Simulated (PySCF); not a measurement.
Compound: difluorochloroborane, BClF2.
Atom-mapped SMILES: `[F:1][B:2]([F:3])[Cl:4]`

Structure used (PBE0-D3(BJ)/def2-SVP), in Å, numbered top down from 1:
```
atom  x, y, z in Å
F1    -0.858   -1.059   -0.334
B2    -0.071   -0.013   -0.273
F3    -0.519    1.147   -0.685
Cl4    1.552   -0.157    0.345
```

Theory: core-valence-separated Tamm–Dancoff BHandHLYP/aug-pcX-1 (def2-SVPD on Cl) in PySCF, non-relativistic, gas phase, PBE0-D3(BJ)/def2-SVP geometry. The energies are unshifted.

The lowest roots of each edge with f over 0.003 (five at most, numbered afresh; weaker and dark ones are left out), with transition dipoles (au) in the frame of the coordinates:

| root | edge | E (eV) | f | μx | μy | μz |
| --- | --- | --- | --- | --- | --- | --- |
| 1 | F | 685.31 | 0.0277 | -0.0136 | 0.0080 | 0.0374 |
| 2 | F | 685.31 | 0.0098 | 0.0081 | -0.0048 | -0.0222 |
| 3 | F | 686.85 | 0.0037 | 0.0014 | -0.0143 | 0.0036 |
| 4 | F | 688.67 | 0.0076 | 0.0115 | 0.0178 | 0.0003 |
| 5 | F | 688.67 | 0.0080 | 0.0172 | -0.0103 | 0.0084 |
| 6 | B | 190.85 | 0.1061 | -0.0503 | 0.0298 | 0.1389 |
| 7 | B | 195.93 | 0.0488 | -0.0939 | 0.0086 | -0.0359 |
| 8 | B | 196.65 | 0.0037 | 0.0041 | 0.0269 | -0.0043 |
| 9 | B | 197.88 | 0.0300 | 0.0119 | 0.0768 | -0.0122 |

Question: What is the unit vector of the normal of the molecular plane, and which share of each root's |μ|² lies along it?

Answer: (-0.33, 0.20, 0.92), up to sign.

```tsv
root	core hole on	share along it	final orbital under reflection in the plane
1	F1/F3	1.00	odd
2	F1/F3	1.00	odd
3	F1/F3	0.00	even
4	F1/F3	0.00	even
5	F1/F3	0.00	even
6	B2	1.00	odd
7	B2	0.00	even
8	B2	0.00	even
9	B2	0.00	even
```

The 1s orbitals of atoms in the plane are even under the reflection, so light polarised along the normal reaches odd orbitals alone (the out-of-plane π set) and light polarised in the plane even ones.

Question: For fixed molecules, how does the intensity of root 1 change when the electric field is turned 20° away from the normal of the molecular plane?

Answer: Intensity goes as (E·μ)², and μ lies along that direction, so it falls to cos²20° = 0.88 of its maximum; it vanishes at 90°.

Question: Molecules are fixed in this frame and the field points along y. What effective strengths 3 f cos²θ do the roots have (θ between field and μ)?

Answer: root 1 (F1/F3): 0.003, root 2 (F1/F3): 0.001, root 3 (F1/F3): 0.010, root 4 (F1/F3): 0.016, root 5 (F1/F3): 0.005, root 6 (B2): 0.012, root 7 (B2): 0.001, root 8 (B2): 0.010, root 9 (B2): 0.086. Root 9 is the strongest. Averaged over all orientations cos²θ is 1/3, which gives f back. For degenerate partners only the sum has meaning, as the program may mix them freely.

